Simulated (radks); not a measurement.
Results of a calculation; reference values are marked as such.
Task: V XV, configuration [He] 2s2 2p5 (the NIST ground configuration). Level of theory: non-relativistic Kohn-Sham, BLYP, spin-polarised, spherical densities, point nucleus; open shells are filled with parallel spins first (a radial shooting solver on a logarithmic mesh with Libxc functionals). Some entries of the table are withheld. Estimate them.

| orbital | occ. | eigenvalue (eV) | <r^2> (bohr^2) | <1/r> (bohr^-1) |
|---|---|---|---|---|
| 1s up | 1 | -5816.050 | 0.006013 | 22.54 |
| 1s down | 1 | -5812.508 | 0.006006 | 22.55 |
| 2s up | 1 | -1026.665 | 0.1064 | 4.903 |
| 2s down | 1 | -1020.560 | 0.1069 | 4.889 |
| 2p up | 3 | -943.5659 | 0.08445 | (1) |
| 2p down | 2 | -936.3786 | 0.08501 | (2) |
| 3s up | 0 | -393.2813 | 0.6621 | 1.887 |
| 3s down | 0 | -391.7532 | 0.6664 | 1.879 |
| 3p up | 0 | -367.5322 | 0.6456 | 1.839 |
| 3p down | 0 | -365.8572 | 0.6509 | 1.832 |

Result: 
(1) 2p up <1/r> (bohr^-1): 4.847
(2) 2p down <1/r> (bohr^-1): 4.836
